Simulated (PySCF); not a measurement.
hydrogen bromide cation (BrH), SMILES Br (connectivity only; charge and spin as stated), charge +1, multiplicity 2.

The structure is a stationary point at B3LYP-D3(BJ)/def2-TZVPD. The multiplicity is an assumed one; other spin states were not compared.

Two levels are set side by side: PBE/def2-TZVPD (PySCF) and B3LYP/def2-TZVPD (PySCF). Same geometry, gas phase. Differences are taken from unrounded values.

| quantity | PBE |
|---|---|
| α-spin orbital gap (eV) | 7.27 |
| β-spin orbital gap (eV) | 0.24 |

Question: These are the PBE values. What does B3LYP give? (Estimate from the structure and the level; the computed values follow.)

Answer: 
```
quantity                 B3LYP  PBE minus B3LYP
-----------------------  -----  ---------------
α-spin orbital gap (eV)   9.13            -1.86
β-spin orbital gap (eV)   2.22            -1.98
```

Rough cost on one machine, each run with all the roots and properties that it gave: B3LYP against PBE within a factor of 2.
